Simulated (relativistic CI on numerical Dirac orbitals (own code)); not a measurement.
# Crystal-field levels of Tc⁴⁺, 4d3

Calculated by Dirac-Coulomb-Breit CI, KLI orbitals optimised for each configuration, model QED, valence Slater integrals scaled by 0.7, one configuration in a parametric crystal field (own radial code).

Field parameters in Wybourne normalisation: D3d B²₀ = −7Dσ, B⁴₀ = −14Dq − 21Dτ, B⁴₃ = −14√(10/7) Dq; D4h B²₀ = −7Ds, B⁴₀ = 21(Dq − Dt), B⁴₄ = 21√(5/14) Dq; Td as Oh with Dq negative (B⁴₀ = 21Dq, B⁴₄ = √(5/14) B⁴₀). The field is a parameter set, without covalency.

S and J are read from ⟨S²⟩ = S(S + 1) and ⟨J²⟩ = J(J + 1) of each level; they are not fictitious spins.

D3d, 10Dq = 21050, Dσ = -440, Dτ = -370 cm⁻¹, the lowest 16 levels:

| E (cm⁻¹) | Degeneracy | Irrep | S | J |
| --- | --- | --- | --- | --- |
| 0.0 | 2 | Γ5+Γ6 | 1.50 | 3.36 |
| 1.9 | 2 | Γ4 | 1.50 | 3.35 |
| 10443 | 2 | Γ4 | 0.54 | 3.94 |
| 11051 | 2 | Γ5+Γ6 | 0.52 | 3.76 |
| 12725 | 2 | Γ4 | 0.51 | 3.88 |
| 12949 | 2 | Γ5+Γ6 | 0.53 | 4.24 |
| 13104 | 2 | Γ4 | 0.53 | 3.72 |
| 18392 | 2 | Γ4 | 1.41 | 3.39 |
| 18563 | 2 | Γ4 | 1.48 | 3.34 |
| 18597 | 2 | Γ5+Γ6 | 1.46 | 3.32 |
| 18718 | 2 | Γ4 | 1.48 | 3.29 |
| 19763 | 2 | Γ4 | 0.69 | 3.69 |
| 20206 | 2 | Γ5+Γ6 | 0.98 | 3.44 |
| 20952 | 2 | Γ4 | 1.34 | 3.57 |
| 21505 | 2 | Γ5+Γ6 | 1.20 | 3.47 |
| 21780 | 2 | Γ4 | 0.81 | 3.72 |

Principal g values of the ground doublet: 0.00, 0.00, 5.56.

D4h, 10Dq = 25400, Ds = 2880, Dt = 670 cm⁻¹, the lowest 10 levels:

| E (cm⁻¹) | Degeneracy | Irrep | S | J |
| --- | --- | --- | --- | --- |
| 0.0 | 2 | Γ7 | 1.50 | 3.35 |
| 11.8 | 2 | Γ6 | 1.50 | 3.37 |
| 9794 | 2 | Γ7 | 0.54 | 3.90 |
| 10760 | 2 | Γ6 | 0.52 | 3.61 |
| 12271 | 2 | Γ6 | 0.56 | 4.00 |
| 12531 | 2 | Γ7 | 0.54 | 3.89 |
| 12939 | 2 | Γ6 | 0.55 | 4.06 |
| 16427 | 2 | Γ7 | 1.41 | 3.09 |
| 16828 | 2 | Γ7 | 1.48 | 2.93 |
| 17026 | 2 | Γ6 | 1.48 | 2.59 |

Principal g values of the ground doublet: 1.87, 3.67, 3.67.

Td, 10Dq = -15700 cm⁻¹, the lowest 10 levels:

| E (cm⁻¹) | Degeneracy | Irrep | S | J |
| --- | --- | --- | --- | --- |
| 0.0 | 4 | Γ8 | 0.72 | 3.73 |
| 3198 | 2 | Γ7 | 1.50 | 2.83 |
| 3614 | 4 | Γ8 | 1.39 | 2.95 |
| 4296 | 4 | Γ8 | 1.47 | 3.58 |
| 4940 | 2 | Γ6 | 1.50 | 4.09 |
| 14127 | 2 | Γ6 | 0.54 | 4.61 |
| 14451 | 4 | Γ8 | 0.62 | 4.09 |
| 14576 | 2 | Γ7 | 0.61 | 3.56 |
| 15024 | 4 | Γ8 | 0.66 | 4.20 |
| 17982 | 2 | Γ6 | 0.74 | 2.72 |

The free-ion ground term has S = 3/2. The field overcomes the spin-pairing energy for Td, 10Dq = -15700 cm⁻¹, where the ground state has lower spin; these fields are assumed values.

Levels of this model without a field, named by their leading LS term (the scale mimics covalency, so terms lie below those of the real free ion): 4F_3/2 0, 4F_5/2 1053, 4F_7/2 2330, 4F_9/2 3717, 4P_3/2 10599, 4P_1/2 10685, 2G_7/2 11913, 4P_5/2 12347 cm⁻¹.
